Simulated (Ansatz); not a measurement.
An input meant for TiBr4 (charge 0, singlet; atoms displaced at random, 0.03 Å in each coordinate).

```yaml
crystal:
  periodic: [false, false, false]
  atoms:
    - {symbol: Ti, position_ang: [-0.033058, -0.009636, -0.014656]}
    - {symbol: Br, position_ang: [0.012372, 0.007273, 2.251166]}
    - {symbol: Br, position_ang: [2.147047, -0.033104, -0.739415]}
    - {symbol: Br, position_ang: [-1.147122, 1.871590, -0.746899]}
    - {symbol: Br, position_ang: [-1.023290, -1.854866, -0.753919]}
basis:
  gaussian: {orbitals: "6-31G*", final_grid: {core_spheres: 8, valence_spheres: 7, degree: 23}}
total_charge: -2
hamiltonian: {xc: {name: r2SCAN}, dispersion: d3bj}
scf: {omitted_lower_state_checks: [starts]}
```

```sh
$ ansatz run in.yaml --threads 2 --pin off --events-out ev --progress --plain --max-ram 20480MiB --backend cpu
```

It prints (some lines left out):

```
Warning: the engine holds no damping parameters fitted to this dispersion correction and functional, so the run takes those fitted to r2scan beside the three-body term, which d3bj leaves out (hamiltonian.dispersion, under Limitations)
Functional definition: r2SCAN
1818 factors; their error is unknown
mean field evaluation 1: about -303256.0817 eV, gradient 5.7e1 eV
mean field evaluation 2: about -302728.4150 eV, gradient 4.7e2 eV
mean field evaluation 4: about -303164.5552 eV, gradient 2.5e2 eV
mean field evaluation 8: about -303267.2338 eV, gradient 3.7e-1 eV
mean field -303267.20798846 eV, -11144.8643316793 hartree, gradient 1.8e-5 eV, S^2 0.000000; 0 other end points of the search recorded, 0 dependent functions left out
reference -303267.20800265 eV, -11144.8643322009 hartree; 82, 82 occupied and 94, 94 virtual orbitals, 1818 factors
Total energy: -303267.28758044 eV, -11144.8672566306 hartree
Checks for a lower state left out: starts
```

What is wrong with this run?

The charge is far from what the species holds (-2 typed, 0 meant). The calculation finished and met its thresholds. The result belongs to that input, not to the species as meant. The highest occupied level of an anion often lies above zero with these methods, and sets without diffuse functions describe the outer electron poorly. This restricted singlet of an open-shell metal wasn't tested against broken symmetry or higher spin.
